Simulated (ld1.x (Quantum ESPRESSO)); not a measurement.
Configuration tests for aluminium (TM)

ld1.x (Quantum ESPRESSO) 7.5 input, shortened:

```
&input
   title='Al', zed=13., rel=1, dft='PBESOL', iswitch=3,
   config='[Ne] 3s2 3p1'
 /
 &inputp
   pseudotype=2, tm=.true., lloc=0,
   nlcc=.false.
 /
2
3P  2  1   1.00   0.00  2.45  2.45  0.0
3S  1  0   2.00   0.00  1.60  1.60  0.0
 &test
   configts(1)='3s2 3p1'
 /
```

Energies are relative to the spin-unpolarised reference configuration 3s2 3p1; without spin polarisation the order of configurations can differ from experiment.

```tsv
valence configuration	charge	ΔE all-electron (eV)	error AE − PS (meV)
3s2 3p0	+1	5.736	-1.0
3s1 3p0	+2	24.906	+18
3s2 3p0.5	+0.5	2.074	-0.1
3s0 3p3	0	10.405	+24
3s1 3p2	0	5.119	+3.9
3s1 3p1	+1	11.527	+9.5
```

Problem. What are ΔE and the potential's error for 3s2 3p1.3?

Solution. ΔE = -0.568 eV all-electron; the error (AE − PS) is 0.0 meV.

ld1.x printed “convergence not achieved” for 6 of the counted tests; their residual had stalled under 1e-8, short of the target of 1e-14.
